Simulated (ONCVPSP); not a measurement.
## What one change does to a pseudopotential (copper, ONCV)

- Element: Cu (Z = 29)
- Generator: ONCVPSP 4.0.1
- Type: optimised norm-conserving Vanderbilt (ONCV)
- Functional: PBEsol
- Relativity: scalar-relativistic
- Frozen core: [Ne]
- Valence charge: 19
- Reference configuration: 3s2 3p6 3d9 (charge +2)
- Partial waves: 3s: rc 1.00 bohr, ncon 4, nbas 9, qcut 12.9 1/bohr, 2 projectors, debl 2.8 Ha; 3p: rc 0.85 bohr, ncon 4, nbas 8, qcut 15.3 1/bohr, 2 projectors, debl 3.3 Ha; 3d: rc 0.80 bohr, ncon 4, nbas 8, qcut 19.8 1/bohr, local
- Local potential: the d channel
- Core correction: polynomial model core, fcfact 0.7

In the s channel the program set the typed energies aside and used -5.143, 0.250 Ha. In the p channel the program set the typed energies aside and used -3.581, 0.250 Ha.

Change: d: qcut 27.2.

Cutoffs: the cutoffs (Ha) at which the residual kinetic energy of the hardest occupied pseudo-wave falls to 1 and 0.1 mHa per electron; they do not see the model core or the augmentation charge, which bear on the density cutoff. Errors are all-electron minus pseudo energies relative to the spin-unpolarised reference configuration.

Problem. What does the change do?

Solution. The potential gets harder (146 Ha and 166 Ha → 172 Ha and 200 Ha); of the 4 tests that both files solve, the error grows in 0 and shrinks in 3 by more than 15 % and 0.3 meV (median size 2.4 → 1.8 meV); neither file shows a bound ghost. The waves are optimised to have the least kinetic energy above qcut, so the cutoff follows it (qcut²/2 in Ha).

```csv
quantity,base,changed
"cutoff, loose",146 Ha,172 Ha
"cutoff, tight",166 Ha,200 Ha
loose cutoff by channel,"s 59 Ha, p 73 Ha, d 146 Ha","s 59 Ha, p 73 Ha, d 172 Ha"
bound ghosts,none,none
GHOST(+) flags under 300 eV,none,s at 295.5 eV
"error for 3s2 3p6 3d10 4s1, meV [ΔE -29.42 eV]",-1.1,-0.5
"error for 3s2 3p6 3d10, meV [ΔE -21.31 eV]",-0.8,0.0
"error for 3s2 3p6 3d8, meV [ΔE 38.99 eV]",-4.4,-3.1
"error for 3s2 3p6 3d9 4s2, meV [ΔE -27.43 eV]",+3.7,+3.7
s: phases at 1.01 bohr within 0.05 rad from the reference energy up to (Ha; the scan ends near 5),to the end of the scan,to the end of the scan
p: phases at 0.86 bohr within 0.05 rad from the reference energy up to (Ha; the scan ends near 5),to the end of the scan,to the end of the scan
d: phases at 0.81 bohr within 0.05 rad from the reference energy up to (Ha; the scan ends near 5),to the end of the scan,to the end of the scan
"rms error of d²Exc/dni dnj with the model core, mHa",1.31,1.22
```
